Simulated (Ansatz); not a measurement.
`O=C[SiH2]Br` + `[SiH3]S` → `O=CS[SiH3]` + `[SiH3]Br` at 500 K and 1 bar (substitution at a C–Si bond).

Program: Ansatz. Geometries: PBE0-D4/def2-TZVP. ΔE: electronic, gas phase. CBS: MP2 limit from def2 TZ/QZ plus the TZ coupled-cluster correction, frozen cores. For Br outer-core shells are correlated without core-valence functions, which leaves a few kJ/mol of doubt a bond. Scalar relativity is left out up to krypton. One conformer a species, not always the lowest.

```tsv
species	CCSD(T)/CBS energy (Eh)	H − E (kJ/mol)	S (J/(mol·K))
`O=C[SiH2]Br`	-2977.43874	131.7	385.5
`[SiH3]S`	-689.27336	117.6	310.5
`O=CS[SiH3]`	-802.48876	158.5	368.5
`[SiH3]Br`	-2864.23411	91.6	294.2
```

H − E and S are ideal-gas, rigid-rotor, harmonic terms from PBE0-D4/def2-TZVP, for one conformer and one mirror image of each species. 1 Eh = 2625.50 kJ/mol, R = 8.31446 J/(mol·K).

Problem. By hand: ΔE, ΔH, ΔS and ΔG.

Solution. ΔE = (-802.48876) + (-2864.23411) − (-2977.43874) − (-689.27336) = -0.01077 Eh = -28.3 kJ/mol. Δ(H − E) = 158.5 + 91.6 − 131.7 − 117.6 = 0.8, so ΔH = -27.5 kJ/mol. ΔS = 368.5 + 294.2 − 385.5 − 310.5 = -33.3 J/(mol·K). ΔG = -27.5 − 500 × (-33.3)/1000 = -10.9 kJ/mol.

Problem. By hand: the equilibrium constant, and the temperature at which ΔG would vanish if ΔH and ΔS stayed fixed.

Solution. log₁₀ K = −ΔG/(RT ln 10) = 1.1. ΔG = 0 at ΔH/ΔS = 826 K.

TΔS isn't small against ΔH here. A doubt of 5 kJ/mol in ΔE shifts log₁₀ K by 0.5 here. Other conformers and mirror images would add mixing entropy, several J/(mol·K) or more a flexible species. Modes under 60 cm⁻¹, often nearly free rotors, make the harmonic entropy too high. These are equilibria of isolated gas molecules and say nothing of rates. Largest T1 diagnostic: 0.017 (customary marks: 0.02 for closed shells, 0.045 for open ones).
